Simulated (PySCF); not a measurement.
## Structure from NMR data

Molecular formula: C4H9FO3Si. Simulated spectra:

$^{1}$H NMR (600 MHz, computed): δ 6.80 (m, 1H), 5.14 (m, 1H), 3.86 (s, 6H), 1.97 (br s, 1H).

$^{13}$C{$^{1}$H} NMR (computed): δ 170.3, 102.5, 52.3.

One computed conformer, equivalent nuclei averaged, no relativistic terms, in vacuum. GFN2-xTB geometry; PBE0/pcSseg-1 with gauge-including orbitals; PySCF 2.14.0 with density-fitted response routines.

References, each an isolated molecule treated in the same way: TMS for $^{1}$H, $^{13}$C.

Problem. Which candidate is it?
A. CO[Si](O)(/C=C/F)OC
B. CO[C@@]1(O[SiH2]O)C[C@@H]1F
C. F[C@H]1CO[C@H](O[SiH3])OC1
D. CO[SiH2]O[C@@H]1C[C@@H](F)O1

Solution. A. 

Rings plus π bonds: 1 (no ring in the answer). 3 carbon signals for 4 carbons: some carbons are equivalent by symmetry or fast rotation. Carbon types of the structure: 2 × CH, 2 × CH3, leaving 1 H on heteroatoms. δC 170.3, 102.5: alkene CH. δC 52.3: methyl carbon bonded to O; pulled downfield by the heteroatom. δH 6.80, 5.14: hydrogen on an alkene CH; olefinic region. δH 3.86: hydrogen on a methyl carbon bonded to O; its carbon carries O, hence the downfield position. δH 1.97: hydrogen on an oxygen bonded to Si; exchangeable; this is the value without hydrogen bonding to other molecules.

The others: CO[C@@]1(O[SiH2]O)C[C@@H]1F would give 4 carbon signals, not 3; CO[SiH2]O[C@@H]1C[C@@H](F)O1 would give 4 carbon signals, not 3; F[C@H]1CO[C@H](O[SiH3])OC1 would give 5 signals for carbon-bound and other non-exchanging H, not 3.

Exchangeable OH/NH protons stand at their gas-phase positions; hydrogen bonding in a real sample shifts them, mostly to higher δ. Splittings by $^{19}$F in the carbon and heteronuclear signals aren't shown, as no couplings were computed. Shifts are as computed. Against solution values, carbons near 30 ppm lie about +3 ppm off and those near 130 ppm about +5 ppm. Of 1309 compounds with measured shifts, 239 miss one by over three times the rms of a fit or turn the order of signals round; such compounds aren't used in these exercises. No couplings were computed; multiplicities are counted from neighbouring protons, with m where these are inequivalent, close in shift, in a saturated or five-membered ring or joined by F or P, and br s for small geminal =CH2 splittings.
